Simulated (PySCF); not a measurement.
# Be⁺ (beryllium, charge +1) across methods

[He] 2p1, 2P determinant (an excited configuration). Computed with PySCF 2.14 in aug-cc-pVTZ-DK (5s4p3d2f, 46 functions), with the spin-free X2C one-electron Hamiltonian (Gaussian nucleus).

```
method  E (hartree)  mean ε 1s α (eV)  mean ε 1s β (eV)  mean ε 2p α (eV)  Σ⟨r²⟩ (bohr²)   ⟨S²⟩
   UHF    -14.13293           -140.20           -139.92           -14.140          7.288  0.750
   LDA     -13.9884           -116.54           -116.23           -10.674          7.118  0.750
   PBE     -14.1737           -118.00           -117.68           -10.891          7.046  0.750
 HSE06     -14.1797           -123.32           -123.00           -11.403          7.059  0.750
r2SCAN     -14.1979           -120.29           -120.07           -11.004          7.006  0.750
   M06     -14.2129           -123.89           -123.67           -11.620          7.089  0.750
  PBE0     -14.1766           -123.73           -123.42           -11.789          7.069  0.750
  TPSS     -14.2121           -119.61           -119.32           -10.921          7.001  0.750
  MN15     -14.2052           -123.10           -122.73           -11.774          7.223  0.750
```
